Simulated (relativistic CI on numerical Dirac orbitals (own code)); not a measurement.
Computed by Dirac-Coulomb-Breit CI, orbitals from a KLI potential per configuration, a model potential for QED, unscaled Slater integrals (own radial code, finite nucleus).

Configurations in the expansion (outside the closed core 1s2): 2s2, 2s 2p, 2p2, 2p 3s, 2p 3p, 2s 3s, 2s 3p, 2s 3d, 2s 4s, 2s 4p, 2s 4d, 2s 4f, 2s 5s, 2s 5p, 2s 5d, 2s 5f, 2s 5g, 3s2, 3s 3p, 3p2. Levels of other configurations are missing.

At this charge energies of transitions that change n are usually good to better than 1 %, and those within a shell (Δn = 0) to a few per cent.

Outline of the computed level scheme of P XII. Lowest level of each configuration: 2s2 1S_0 at 0.000 eV; 2s 2p 3P°_0 at 23.016 eV; 2p2 3P_0 at 60.267 eV; 2s 3s 3S_1 at 321.557 eV; 2s 3p 1P°_1 at 332.415 eV; 2s 3d 3D_1 at 338.355 eV; 2p 3s 3P°_0 at 350.748 eV; 2p 3p 1P_1 at 357.207 eV; 2s 4s 3S_1 at 430.002 eV.

Some strong electric-dipole decays among the lowest 36 levels: 2s 3d 3D_3 → 2s 2p 3P°_2 (1.9e+12 s⁻¹); 2s 3d 3D_2 → 2s 2p 3P°_1 (1.4e+12 s⁻¹); 2s 3d 1D_2 → 2s 2p 1P°_1 (1.3e+12 s⁻¹); 2s 3d 3D_1 → 2s 2p 3P°_0 (1.1e+12 s⁻¹); 2p 3p 1D_2 → 2s 2p 1P°_1 (8.2e+11 s⁻¹); 2s 3p 1P°_1 → 2s2 1S_0 (8.2e+11 s⁻¹); 2s 3d 3D_1 → 2s 2p 3P°_1 (7.9e+11 s⁻¹); 2p 3p 1S_0 → 2s 2p 1P°_1 (6.2e+11 s⁻¹).
